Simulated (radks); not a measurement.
Values are calculated unless marked as measured or tabulated.
All-electron atom: Pd10+ in [Kr]. Level of theory: scalar-relativistic Kohn-Sham, exchange-only LDA, spin-polarised, spherical densities, point nucleus (a radial shooting solver on a logarithmic mesh with Libxc functionals).

Unscreened Slater integrals over Kohn-Sham orbitals (eV). They are taken over the spin-up orbitals.

F0(4p,4p): 26.095
F2(4p,4p): 13.821
F0(4p,4s): 26.813
G1(4p,4s): 18.338
F0(4p,3d): 33.442
F2(4p,3d): 8.5229
G1(4p,3d): 2.7958
G3(4p,3d): 2.7408
F0(4p,3p): 33.162
F2(4p,3p): 8.9237
G0(4p,3p): 2.3476
G2(4p,3p): 2.8135
F0(4s,4s): 27.612
F0(4s,3d): 34.961
G2(4s,3d): 3.0491
F0(4s,3p): 34.663
G1(4s,3p): 3.0388
F0(3d,3d): 69.622
F2(3d,3d): 34.627
F4(3d,3d): 22.075
F0(3d,3p): 66.613
F2(3d,3p): 32.194
G1(3d,3p): 37.098
G3(3d,3p): 23.770
F0(3p,3p): 64.869
F2(3p,3p): 32.661
